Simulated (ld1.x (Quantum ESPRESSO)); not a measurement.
Scattering properties, RRKJ potential for nitrogen (N)

- Element: nitrogen (N)
- Generator: ld1.x (Quantum ESPRESSO) 7.5
- Type: norm-conserving RRKJ (Kleinman–Bylander form)
- Functional: PBE
- Relativity: scalar-relativistic
- Frozen core: [He]
- Valence charge: 5
- Reference configuration: 2s2 2p3
- Partial waves: 2p (bound): rc 2.40 bohr; 3d channel at 0.05 Ry: rc 1.65 bohr; 2s (bound): rc 0.75 bohr
- Local potential: the s channel
- Core correction: none
- rho0: 0.01

The phase is arctan(r·u′/u) with u = r·R(r), unwrapped; energies in Ry, scanned from -3 to 5 Ry. A pole is an energy at which the radial function vanishes at the test radius. The pseudo phase is shifted by a multiple of π to meet the all-electron one at the reference energy, and phase errors are pseudo minus all-electron; the curves can meet again beyond the range given. Levels narrower than the energy grid can be missing from the lists of poles.

For each channel, where are the poles, and over which energies does the pseudopotential scatter like the atom?

```
channel  radius (bohr)  reference energy (Ry)  poles, all-electron  poles, pseudo  unbroken range about the reference energy with phases within 0.05 rad  phase error 1 Ry above the reference energy (rad)
      s           2.61                  -1.37          -1.18, 4.20    -1.18, 4.15                                                        the whole range                                             -0.000
      p           2.61                  -0.52          -0.26, 4.26          -0.26                                                              below 0.8                                             +0.022
      d           2.61                   0.05                 3.17           3.18                                                        the whole range                                             +0.000
```

Phases in the s channel:

```csv
E (Ry),all-electron,pseudo
-3.00,1.318,1.318
-2.52,1.277,1.277
-2.04,1.188,1.188
-1.56,0.460,0.460
-1.08,-1.644,-1.644
-0.60,-1.803,-1.803
-0.12,-1.909,-1.910
0.36,-2.057,-2.059
0.84,-2.368,-2.373
1.32,-3.180,-3.196
1.80,-4.049,-4.059
2.28,-4.385,-4.390
2.76,-4.532,-4.535
3.24,-4.614,-4.618
3.72,-4.670,-4.673
4.20,-4.713,-4.716
4.68,-4.750,-4.754
```
